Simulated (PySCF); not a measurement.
A GIAO shielding run with PySCF 2.14 (density fitting, non-relativistic, gas phase) on SMILES [O]=[Cr](=[O])([F])[F], CrF2O2:

```
{"job": {"kind": "nmr", "xc": "B3LYP", "basis": {"default": "pcSseg-1", "Cr": "pcSseg-2"}, "pop": false}, "charge": 0, "multiplicity": 1}
Cr     0.020222     0.000025     0.016274
O      0.060879    -0.010354     1.540829
O      1.454520     0.005089    -0.498253
F     -0.769490     1.388034    -0.520434
F     -0.766121    -1.382805    -0.538416
```

Hardware: 1 thread of an x86-64 server CPU, shared host.

(1) How large is the calculation?

(2) How long does it take?

(3) And these other runs on the same molecule and hardware: GIAO shielding at PBE/pcSseg-1 (pcSseg-2 on Cr); GIAO shielding at PBE0/pcSseg-1 (pcSseg-2 on Cr); spin–spin coupling at PBE/pcJ-1 (pcSseg-1 on Cr)?

## Answers

(1) 58 electrons, 141 basis functions and 654 auxiliary functions.

(2) 8.6 s of wall time, with 16 SCF cycles and 6 response iterations. Times on a shared host scatter by some tens of per cent.

(3) PBE/pcSseg-1 (pcSseg-2 on Cr): 141 functions, 12 s; PBE0/pcSseg-1 (pcSseg-2 on Cr): 141 functions, 11 s; PBE/pcJ-1 (pcSseg-1 on Cr): 153 functions, 12 s.
